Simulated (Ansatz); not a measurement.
CH$_{3}$Si (SMILES C=[SiH]), doublet, geometry from GFN2-xTB. Base run: Ansatz (an electronic-structure program) with B3LYP/cc-pVDZ.

Geometry (Å):
```xyz
5

C     -1.0454     0.3776     0.2593
Si     0.5514    -0.2785    -0.1425
H     -1.9162    -0.2624     0.2563
H     -1.2769     1.3933    -0.0389
H      1.7462     0.5027     0.2224
```
Charge 0, spin multiplicity 2.
Orbitals are unrestricted.
All else is at Ansatz's defaults.

Variants of this job, named by their change:

```tsv
change	E (Eh)	SCF-reference <S^2>
base	-329.30592	0.769
functional = B2PLYP	-329.10468	0.910
functional = SVWN5	-327.73393	0.751
functional = hf	-328.44685	1.184
functional = pbe0; dispersion = d4	-329.11138	0.777
functional = pbe	-329.07759	0.754
functional = wB97M-V	-329.22995	0.765
functional = B97M-V	-329.21028	0.765
functional = wB97X	-329.25730	0.807
functional = cam_b3lyp	-329.25643	0.804
functional = pbe0	-329.10936	0.777
functional = PBE-QIDH	-328.99183	1.013
functional = BHLYP	-329.25516	0.866
```

Absolute energies of different levels of theory aren't comparable as measures of quality.
